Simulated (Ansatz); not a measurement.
**Which is lower?**

Two relaxed structures of SiH2SeS, closed shell (PBE0-D4/def2-TZVP; forces vanish, vibrations not checked).

A:

```
5
angstrom
Si -0.4687 0.1732 -0.3942
S 0.1477 -0.6731 1.7311
Se 1.5254 -1.0887 0.0647
H 0.7061 0.4540 2.2203
H 0.1862 1.4995 -0.0077
```

B:

Si1  (-0.446, -0.098, -0.280)
S2  (0.687, -0.263, 1.669)
Se3  (1.921, -0.777, -0.062)
H4  (1.690, -2.237, -0.080)
H5  (0.097, 1.297, -0.590)
(Å)

Ansatz 0.2.0; basis: def2-TZVPP; cores frozen in the correlated methods. Filled d shells of the heavier atoms are correlated. The def2 sets are not built for correlating such inner shells, so the correlated values are less sure here. B3LYP uses VWN-RPA correlation.

**Question.** Which structure is lower at CCSD(T), and by how much? (Judge from chemistry; the value comes from the calculation.)

**Answer.** Computed: A, by 7.2 kJ/mol (electronic energy, against the other). By their contacts, A is SiH₂SeS ([SiH]1[SH][Se]1) and B is SiH₂SeS ([SiH]1[S][SeH]1).

All methods give the same order:

```csv
method,E(B) − E(A) (kJ/mol)
PBE-D4,9.7
r2SCAN-D4,9.5
PBE0-D4,9.9
B3LYP-D4,11.2
wB97M-V,11.2
HF,11.9
MP2,7.6
CCSD,7.4
CCSD(T),7.2
```

T1 diagnostic: at most 0.013.

Labels in which every atom is bracketed show which atoms are joined, not bond orders.

For scale, one of the runs: CCSD(T)/def2-TZVPP, 160 basis functions, launched by `ansatz run in.yaml --threads 2 --pin off --events-out ev --progress --plain --max-ram 4352MiB`. Time: 32 s of wall clock on 2 CPU threads of an Arm Neoverse V1; the host was shared. Peak host memory: 1.1 GiB.
